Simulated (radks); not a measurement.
Values are calculated unless marked as measured or tabulated.
Initial-state core-level shifts of the bromine ion Br+ when its valence configuration changes from [Ar] 3d10 4s2 4p4. Level of theory: Dirac Kohn-Sham, PBE, spin-unpolarised, spherical densities, point nucleus; open shells fill j = l - 1/2 first (a radial shooting solver on a logarithmic mesh with Libxc functionals). Shifts are changes of the shell-averaged eigenvalues in eV (positive: less bound).

valence                1s       2s       3s       3p
3d10 4s1.5 4p4.5   -0.855   -0.829   -0.836   -0.832
3d10 4p6           -3.331   -3.233   -3.264   -3.246
3d9.5 4s2 4p4.5    -7.716   -8.551   -6.600   -6.484
3d10 4s1 4p5       -1.695   -1.644   -1.658   -1.649
3d9.5 4s1 4p5.5    -9.353  -10.145   -8.202   -8.077
3d8.5 4s2 4p5.5   -23.764  -26.385  -19.998  -19.665
3d8 4s2 4p6       -32.092  -35.660  -26.788  -26.355
3d9 4s2 4p5       -15.638  -17.348  -13.267  -13.041
3d9 4s1 4p6       -17.221  -18.893  -14.816  -14.581
